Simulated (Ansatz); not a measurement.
Al3Sb3H12⁺. Total charge 1; doublet. Geometry PBE-D4/def2-SVP, that of the neutral singlet.

```tsv
atom	x (Å)	y (Å)	z (Å)
Al1	-2.233	0.345	-0.931
Al2	0.240	-0.403	-1.580
Al3	2.772	1.087	0.077
Sb4	-2.989	-0.623	1.447
Sb5	0.705	-2.468	0.108
Sb6	1.412	-0.795	2.306
H7	-0.576	0.887	-0.719
H8	-2.959	1.429	-1.853
H9	0.600	-0.284	-3.130
H10	-1.553	-0.913	-1.836
H11	2.944	2.661	0.288
H12	3.904	-0.005	0.358
H13	-3.023	1.007	2.048
H14	-4.650	-0.491	0.948
H15	1.743	0.647	-1.131
H16	2.386	-2.538	-0.319
H17	1.537	0.803	1.413
H18	-0.260	-0.345	2.505
```

In the def2 sets Sb takes a core potential; there is no spin–orbit coupling.

(1) Estimate the α-spin orbital energies around the gap (eV) in Ansatz with PBE-D4/def2-SVP, PBE0-D4/def2-SVP, r2SCAN0-D4/def2-SVP.

Answers

(1) 
| orbital | PBE-D4/def2-SVP | PBE0-D4/def2-SVP | r2SCAN0-D4/def2-SVP |
| --- | --- | --- | --- |
| HOMO−5 | -11.28 | -12.46 | -12.68 |
| HOMO−4 | -10.87 | -12.04 | -12.26 |
| HOMO−3 | -10.78 | -11.96 | -12.18 |
| HOMO−2 | -10.44 | -11.53 | -11.79 |
| HOMO−1 | -10.29 | -11.32 | -11.55 |
| HOMO | -10.23 | -11.26 | -11.44 |
| LUMO | -6.55 | -5.81 | -5.77 |
| LUMO+1 | -6.28 | -5.67 | -5.64 |
| LUMO+2 | -5.54 | -4.86 | -4.79 |
| LUMO+3 | -5.39 | -4.65 | -4.53 |
| LUMO+4 | -5.16 | -4.48 | -4.41 |
| LUMO+5 | -4.92 | -4.19 | -4.06 |
| β HOMO | -10.00 | -10.60 | -10.68 |
| β LUMO | -9.84 | -9.63 | -9.70 |
